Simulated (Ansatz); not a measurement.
GeH2MeI (CH₅GeI) was relaxed with PBE0-D4 (def2-SVP) in Ansatz in these states: charge +1 doublet, neutral singlet. The geometries follow in no particular order.

In the def2 sets I takes a core potential; there is no spin–orbit coupling.

A:

```csv
atom,x (Å),y (Å),z (Å)
Ge1,0.1419,-0.0089,0.8658
H2,-1.0166,0.4804,1.7512
H3,1.4748,0.5918,1.3432
C4,-0.1817,0.3138,-1.0233
H5,-0.2820,1.3951,-1.2038
H6,-1.1062,-0.1901,-1.3375
H7,0.6561,-0.0738,-1.6193
I8,0.3137,-2.5084,1.2238
```

B:

```csv
atom,x (Å),y (Å),z (Å)
Ge1,-0.2728,0.0259,0.8462
H2,0.3510,1.0081,1.8373
H3,-1.0661,-1.1345,1.4462
C4,0.6743,-0.2983,-0.8095
H5,1.5412,-0.9211,-0.5275
H6,1.0410,0.6375,-1.2517
H7,0.0548,-0.8578,-1.5229
I8,-2.3233,1.5402,-0.0181
```

Q: Judge from the bond lengths which geometry belongs to which state (an estimate).

A: A is the neutral singlet (Ge1–I8 2.531 Å, Ge1–H3 1.538 Å, Ge1–H2 1.538 Å); B is the charge +1 doublet (Ge1–I8 2.692 Å, Ge1–H3 1.528 Å, Ge1–H2 1.528 Å).
